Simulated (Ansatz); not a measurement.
Basis-set series for `C=C[SiH2][S][GeH3]`. Charge 0, multiplicity 1. All single points use the PBE0-D4/def2-TZVP geometry. It is one conformer, not always the lowest.

Z-matrix (Å, degrees):
```
Si
C 1 1.860
S 1 2.132 2 112.2
H 1 1.488 2 109.0 3 122.5
H 1 1.486 2 111.0 3 -117.9
C 2 1.329 1 124.1 3 10.8
H 2 1.090 1 117.6 3 -169.2
Ge 3 2.229 1 98.5 2 65.9
H 6 1.087 2 121.4 1 0.1
H 6 1.086 2 122.1 1 179.7
H 8 1.534 3 106.4 1 145.5
H 8 1.536 3 110.0 1 -95.3
H 8 1.536 3 109.0 1 25.6
```

| functional | basis | functions | energy (Eh) | HOMO (eV) | LUMO (eV) |
| --- | --- | --- | --- | --- | --- |
| PBE0-D4 | def2-TZVPP | 306 | -2845.17187 | -7.34 | -0.68 |
| PBE0-D4 | def2-QZVPP | 583 | -2845.24309 | -7.35 | -0.74 |
| ωB97M-V | def2-TZVPP | 306 | -2845.57404 | -9.50 | 1.36 |
| ωB97M-V | def2-QZVPP | 583 | -2845.64275 | -9.51 | 1.13 |

Problem. Give the rows for def2-SVP. (An estimate is asked.)

Solution. Computed: 
| functional | basis | functions | energy (Eh) | HOMO (eV) | LUMO (eV) |
| --- | --- | --- | --- | --- | --- |
| PBE0-D4 | def2-SVP | 136 | -2844.58158 | -7.27 | -0.49 |
| ωB97M-V | def2-SVP | 136 | -2844.97904 | -9.38 | 1.67 |

Positive LUMOs are unbound and depend on the basis. Scalar relativity is left out up to krypton.
